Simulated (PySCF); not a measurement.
Method used: core-valence-separated Tamm–Dancoff BHandHLYP/aug-pcX-1 (pcseg-1 on H, def2-SVPD on Ge) in PySCF, non-relativistic, gas phase, PBE0-D3(BJ)/def2-SVP geometry. The energies are unshifted.

Main lines of an unknown, eV (oscillator strength): C K: 285.1 (0.044), 285.5 (0.051), 285.8 (0.017), 286.0 (0.044), 286.0 (0.048); F K: 685.5 (0.031), 686.3 (0.007), 687.1 (0.003). Listed: the first five lines at most of each edge with a tenth or more of its strongest line's intensity; roots within 0.03 eV on the same or equivalent atoms are summed. Only the lowest roots were sought, and the top ones are left out.

Problem. Which candidate gives them?
A. `F[C@H]1C[CH2][GeH2][CH2]1`
B. `[CH3][Ge@H]1[CH2][C@@H](F)[CH2]1`

Solution. B. 

- `[CH3][Ge@H]1[CH2][C@@H](F)[CH2]1`: C K: 285.1 (0.044), 285.5 (0.051), 285.8 (0.017), 286.0 (0.044), 286.0 (0.048); F K: 685.5 (0.031), 686.3 (0.007), 687.1 (0.003). First C line listed at 285.1 eV, hole on the sp3 carbon bound to germanium; first F line listed at 685.5 eV, hole on the alkyl fluorine.
- `F[C@H]1C[CH2][GeH2][CH2]1`: C K: 285.3 (0.008), 285.3 (0.017), 285.6 (0.015), 285.6 (0.034), 285.6 (0.028); F K: 685.5 (0.027), 686.3 (0.010). First C line listed at 285.3 eV, hole on the sp3 carbon bound to germanium; first F line listed at 685.5 eV, hole on the alkyl fluorine.

One conformer each; other structures than these candidates weren't tested.
